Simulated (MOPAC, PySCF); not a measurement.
H$_{3}$AlO$_{3}$, SMILES `[OH][Al]([OH])[OH]`, neutral singlet in the gas phase. 

Z-matrix (Å, degrees):
```
Al
O 1 1.6844
H 2 0.9561 1 124.18
O 1 1.6844 2 120.00 3 -179.99
H 4 0.9561 1 124.17 2 0.01
O 1 1.6844 2 120.00 3 0.00
H 6 0.9561 1 124.17 2 -179.99
```
Charge 0, multiplicity 1.

All levels are single points at this geometry (CAM-B3LYP-D3(BJ)/def2-TZVP); Pople sets use spherical d functions. Orbital energies aren't observables, and empty levels follow the basis.

PBE/6-31G* in PySCF gives HOMO (eV) = -6.77.

Question: Estimate the HOMO (eV) from each of these levels: CAM-B3LYP-D3(BJ)/def2-TZVP in PySCF; PBE-D3(BJ)/def2-TZVP in PySCF; TPSSh-D3(BJ)/def2-TZVP in PySCF; B3LYP/3-21G in PySCF; B3LYP/6-311+G** in PySCF; B3LYP/6-31G* in PySCF; B3LYP/LANL2DZ in PySCF; BP86/6-31G* in PySCF; M06-2X/6-31G* in PySCF; SVWN5/6-31G* in PySCF; AM1 in MOPAC; PM6 in MOPAC.

Answer: 
| level | HOMO (eV) |
|---|---|
| CAM-B3LYP-D3(BJ)/def2-TZVP in PySCF | -10.55 |
| PBE-D3(BJ)/def2-TZVP in PySCF | -7.28 |
| TPSSh-D3(BJ)/def2-TZVP in PySCF | -8.05 |
| B3LYP/3-21G in PySCF | -7.49 |
| B3LYP/6-311+G** in PySCF | -8.88 |
| B3LYP/6-31G* in PySCF | -8.24 |
| B3LYP/LANL2DZ in PySCF | -8.56 |
| BP86/6-31G* in PySCF | -6.88 |
| M06-2X/6-31G* in PySCF | -10.36 |
| SVWN5/6-31G* in PySCF | -6.92 |
| AM1 in MOPAC | -11.87 |
| PM6 in MOPAC | -11.82 |
